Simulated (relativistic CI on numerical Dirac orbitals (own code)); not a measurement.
# Eu: calculation against measurement

Calculated at this level of theory: Dirac-Coulomb-Breit CI, separate exchange-only KLI orbitals for each configuration, a model potential for QED, valence Slater integrals scaled by 0.85, P86 correlation energy added to each configuration (own radial code, finite nucleus).

CI space (outside the closed core [Xe]): 4f7.6s2, 4f7.6s.6p, 4f6.6s2.6p, 4f6.6s2.7p, 4f6.6s2.8s, 4f5.6s2.7s2, 4f6.6s2.9s, 4f7.7s2, 4f9. The list is cut by size and lacks configurations that can hold low levels.

```csv
Configuration,Term (tabulated),J,Measured (cm⁻¹),Computed,Error,Purity (%)
4f7.6s2,a 8S°,7/2,0.0,0,0,97
4f7.6s.6p,z 10P,7/2,14067.9,8169,-5898,93
4f7.6s.6p,z 10P,9/2,14563.6,8659,-5904,91
4f7.6s.6p,z 10P,11/2,15581.6,9435,-6147,97
4f7.6s.6p,z 6P,7/2,17340.7,11845,-5496,81
4f7.6s.6p,z 6P,5/2,17707.4,12205,-5503,90
4f7.6s.6p,z 6P,3/2,17945.5,12431,-5514,98
```

Measured levels from NIST Handbook of Basic Atomic Spectroscopic Data (Sansonetti and Martin, J. Phys. Chem. Ref. Data 34, 1559 (2005)); pairs were made by configuration, J and term (by order where the table uses no LS term), so strongly mixed levels may be paired wrongly.

Mean error by configuration (cm⁻¹): 4f7.6s.6p -5744. Over the excited levels the mean absolute error is 5744 cm⁻¹ (6 of the 54 excited levels that our extract of the source holds in range could be paired, and the others can miss by more), and the median relative error of those above 1,000 cm⁻¹ is 36 %.
